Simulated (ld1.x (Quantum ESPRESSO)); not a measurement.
# What one change does to a pseudopotential (osmium (Os), RRKJ)

ld1.x (Quantum ESPRESSO) 7.5 input, shortened:

```
&input
   title='Os', zed=76., rel=1, dft='PBE', iswitch=3,
   config='[Xe] 4f14 5d6 6s0 6p0'
 /
 &inputp
   pseudotype=2, tm=.false., lloc=0,
   nlcc=.true.
 /
3
5P  2  1   6.00   0.00  1.75  1.75  0.0
5D  3  2   6.00   0.00  1.80  1.80  0.0
5S  1  0   2.00   0.00  1.00  1.00  0.0
 &test
   configts(1)='5s2 5p6 5d6 6s0 6p0'
 /
```

Change: wave 5s (bound): rc 1.00 bohr becomes 5s (bound): rc 1.18 bohr.

Cutoffs: the cutoffs (Ry, on a coarse ladder) from which the occupation-weighted sum of valence levels, in a spherical-Bessel basis at the reference potential, stays within 10 and 1 mRy of its value at 400 Ry; they do not see the model core or the augmentation charge, which bear on the density cutoff. Errors are all-electron minus pseudo energies relative to the spin-unpolarised reference configuration.

**Question.** Predict the effect on cutoff, ghosts and configuration errors.

**Answer.** The potential gets softer (120 Ry and 230 Ry → 110 Ry and 180 Ry); of the 7 tests that both files solve, the error grows in 4 and shrinks in 0 by more than 15 % and 0.3 meV (median size 125.3 → 263.5 meV); neither file shows a bound ghost. A larger radius leaves more room for a smooth pseudo-wave, so fewer plane waves are needed. More of the atom is replaced by a form fitted at one configuration, so other configurations suffer.

| quantity | base | changed |
| --- | --- | --- |
| cutoff, loose | 120 Ry | 110 Ry |
| cutoff, tight | 230 Ry | 180 Ry |
| loose cutoff by channel (10 mRy a level) | p 21 Ry, d 30 Ry, s 110 Ry | p 21 Ry, d 30 Ry, s 100 Ry |
| bound ghosts | none | none |
| error for 5s2 5p6 5d6 6s2 6p0, meV [ΔE -26.49 eV] | +205 | +432 |
| error for 5s2 5p6 5d6 6s1 6p0, meV [ΔE -16.91 eV] | +125 | +264 |
| error for 5s2 5p6 5d5 6s0 6p0, meV [ΔE 28.85 eV] | -7.6 | -7.5 |
| error for 5s2 5p6 5d6 6s0 6p2, meV [ΔE -16.04 eV] | +120 | +126 |
| error for 5s2 5p6 5d4 6s0 6p0, meV [ΔE 70.33 eV] | -29 | -29 |
| error for 5s2 5p6 5d5 6s2 6p1, meV [ΔE -20.39 eV] | +313 | +595 |
| error for 5s2 5p6 5d6 6s1 6p1, meV [ΔE -21.43 eV] | +162 | +288 |
| s: phases at 1.94 bohr within 0.05 rad from the reference energy up to (Ry; the scan ends near 5) | -0.9 | -1.5 |
| p: phases at 1.94 bohr within 0.05 rad from the reference energy up to (Ry; the scan ends near 5) | 0.4 | 0.4 |
| d: phases at 1.94 bohr within 0.05 rad from the reference energy up to (Ry; the scan ends near 5) | to the end of the scan | to the end of the scan |
